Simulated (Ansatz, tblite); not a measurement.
Removing and adding an electron: InBr3. Total charge 0; singlet. Geometry: PBE0-D4/def2-SVP. Ansatz, gas phase; energy differences of separate SCF runs; the oxidised species was run as a doublet alone; the reduced species was run as a doublet alone.

```tsv
atom	x (Å)	y (Å)	z (Å)
In1	0.000	0.000	0.000
Br2	0.219	2.150	-1.170
Br3	-0.902	-1.956	-1.183
Br4	0.683	-0.194	2.353
```

In the def2 sets In takes a core potential; there is no spin–orbit coupling. The xTB rows come from tblite. Correlated methods freeze 31 core orbitals; core or outer-core shells of In, Br are correlated, in sets that lack core-valence functions. The rows differ in basis, and correlated rows in double-zeta sets carry the largest basis error. HOMO above LUMO, or a gap near zero within one spin, warns that the state may not be the lowest or that an electron is smeared out.

| level | −HOMO (eV) | vertical IE (eV) | −LUMO (eV) | vertical EA (eV) | HOMO–LUMO gap (eV) | IE − EA (eV) | remarks |
| --- | --- | --- | --- | --- | --- | --- | --- |
| GFN1-xTB | 11.71 | 14.86 | 7.91 | 5.21 | 3.80 | 9.65 | – |
| GFN2-xTB | 12.42 | 15.20 | 9.60 | 6.94 | 2.82 | 8.26 | – |
| HF/def2-SVP | – | 10.25 | – | – | – | – | – |
| PBE-D4/def2-TZVP | 7.44 | 9.97 | 3.92 | – | 3.52 | – | gap within one spin near zero (+1 doublet) |
| PBE-D4/def2-TZVPD | 7.46 | – | 3.96 | 1.64 | 3.50 | – | HOMO above zero (-1 doublet) |
| r2SCAN-D4/def2-TZVP | 7.80 | 10.27 | 3.79 | – | 4.01 | – | – |
| r2SCAN-D4/def2-TZVPD | 7.80 | – | 3.81 | 1.57 | 4.00 | – | HOMO above zero (-1 doublet) |
| PBE0-D4/def2-TZVP | 8.74 | 10.54 | 3.13 | – | 5.61 | – | – |
| PBE0-D4/def2-TZVPD | 8.76 | – | 3.17 | 1.57 | 5.59 | – | – |
| MP2/def2-SVP | – | 10.94 | – | – | – | – | – |
| CCSD/def2-SVP | – | 10.74 | – | – | – | – | – |
| CCSD(T)/def2-SVP | – | 10.72 | – | – | – | – | – |

   A HOMO above zero means that the electron is unbound at that level or that self-interaction error raises the level; the energy of removing that electron tells which. Raw xTB energy differences between charge states are shifted by several eV; the methods need an empirical correction for them.
